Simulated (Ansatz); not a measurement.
## Reading a saddle point

A first-order saddle point of BHBrOF, singlet, PBE0-D4/def2-TZVP, with one imaginary mode of 961i cm⁻¹:

```
atom    x (Å)    y (Å)    z (Å)
  B1  -0.4263   0.4722   0.3325
 Br2   1.2464  -1.3455  -0.0412
  O3  -0.6018   0.6155  -0.8934
  H4   0.3579  -0.4230  -0.9843
  F5  -0.5763   0.6808   1.5863
```

Program: Ansatz 0.2.0. Basis: def2-TZVPP and def2-QZVPP. Cores are frozen in the correlated methods. Filled d shells of the heavier atoms are correlated. The def2 sets are not built for correlating such inner shells, so the correlated values are less sure here. Extrapolation: Hartree–Fock as exp(−7.88 √X), correlation as X^−2.97.

Q: Which contacts change along the imaginary mode, and what lies on either side? (A judgement: the text doesn't fix the answer.)

A: Computed: The step is BHBrOF ([OH][B]([F])[Br]) → BOF + HBr, with the molecules in contact on both sides. Shortening one way: Br2–H4; lengthening the same way: B1–Br2, O3–H4.
```
  pair  one side (Å)  saddle (Å)  other side (Å)
Br2–H4          2.86        1.59            1.43
B1–Br2          1.93        2.50            4.46
 O3–H4          0.96        1.42            1.96
```

Q: Which side is lower, and how far does the saddle lie above each? (Judge from chemistry; the value comes from the calculation.)

A: The calculation gives: The side with B1–Br2, O3–H4 short is lower by 167.5 kJ/mol; the saddle lies 228.5 kJ/mol above it and 61.0 kJ/mol above the other (CCSD(T) at an estimated basis limit (MP2 extrapolated from triple and quadruple zeta, plus CCSD(T) − MP2 in triple zeta); electronic energies).

T1 diagnostic: at most 0.013.

Labels in which every atom is bracketed show which atoms are joined, not bond orders.

For scale, one of the runs: CCSD(T)/def2-TZVPP, 155 basis functions, launched by `ansatz run in.yaml --threads 2 --pin off --events-out ev --progress --plain --max-ram 4352MiB`. Time: 45 s of wall clock on 2 CPU threads of an Arm Neoverse V2; the host was shared. Peak host memory: 1.2 GiB.
